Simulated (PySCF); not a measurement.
**A search over the determinants of BeSn**

Unrestricted PBE0; basis Be x2c-SVPall, Sn x2c-SVPall; spin-free X2C with a Gaussian nucleus; PySCF 2.14. Outer shells of the fragments: Be 2s2; Sn 4d10 5s2 5p2.

Followed along the bond (rough minima from three points):

| 2Ms+1 | unpaired | ⟨S²⟩ at the start | R at minimum (Å) | Te (eV) |
| --- | --- | --- | --- | --- |
| 3 | π ↑↑ | 2.03 | 2.36 | 0.00 |
| 1 | π ↑↓ | 1.00 | 2.36 | 0.22 |
| 3 | σ ↑, π ↑ | 2.00 | 2.55 | 0.37 |
| 1 | σ ↓, π ↑ | 1.01 | 2.54 | 0.46 |
| 1 | none | 0.00 | 2.36 | 0.84 |

Solutions found at the starting distance of 2.310 Å, counted from the lowest of them; the search is not exhaustive and high or unbound solutions are not listed, so other states can lie among these:

| 2Ms+1 | unpaired | term | E (eV) | ⟨S²⟩ | ⟨Lz²⟩ | μ (D) |
| --- | --- | --- | --- | --- | --- | --- |
| 3 | π ↑↑ | ³Σ⁻ | 0.00 | 2.03 | 0.00 | -1.38 |
| 1 | π ↑↓ | mixed | 0.22 | 1.00 | 2.01 | -1.40 |
| 3 | σ ↑, π ↑ | ³Π | 0.53 | 2.00 | 1.00 | 0.92 |
| 1 | σ ↓, π ↑ | mixed | 0.62 | 1.01 | 1.00 | 0.82 |
| 1 | none | mixed | 0.84 | 0.00 | 2.00 | -1.23 |
| 3 | σ ↑↑, π ↑↓ | mixed | 1.66 | 3.01 | 2.01 | 1.09 |
| 1 | σ ↓↓, π ↑↑ | mixed | 1.87 | 2.01 | 0.00 | 0.56 |
| 3 | σ ↑, π ↑ | ³Π | 2.14 | 2.11 | 1.04 | -1.21 |
| 1 | σ ↓, π ↑ | mixed | 2.47 | 1.20 | 1.01 | -1.39 |
| 3 | π ↑↑ | mixed | 2.62 | 2.07 | 2.00 | -0.21 |

A term symbol is given only where ⟨S²⟩ and ⟨Lz²⟩ are close to those of a pure state; real π, δ and φ orbitals otherwise mix terms. A positive dipole means Be(−)Sn(+).

Spin–orbit coupling is left out.
